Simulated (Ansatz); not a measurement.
Stepwise substitution at one centre (B OH-NH2). All species are isolated molecules in the gas phase. One relaxed conformer stands for each flexible species; it need not be the lowest. Strings in code marks are SMILES.

Quantity: redistribution energy (mixed species minus the weighted end members), in eV.

Case: 2 of 3 OH replaced by NH2: `NB(N)O` (N–B–O–H torsion 180°). The other species in the difference include `OB(O)O` (neutral, multiplicity 1). Geometry of `NB(O)N` (neutral, multiplicity 1, Å):

```xyz
9

N     -1.0598    -0.8505     0.3299
B     -0.1539     0.1721    -0.0342
N      1.2483    -0.0540    -0.0948
O     -0.7061     1.4047    -0.3283
H     -2.0470    -0.6763     0.3676
H     -0.7926    -1.7869     0.5654
H      1.6686    -0.9401     0.1154
H      1.9144     0.6515    -0.3486
H     -0.0719     2.0795    -0.5724
```

Problem. Predict the redistribution energy (mixed species minus the weighted end members) from frozen-core MP2/cc-pVTZ // CAM-B3LYP-D3(BJ)/def2-TZVP (Ansatz, an electronic-structure program).

Solution. -0.045 eV.
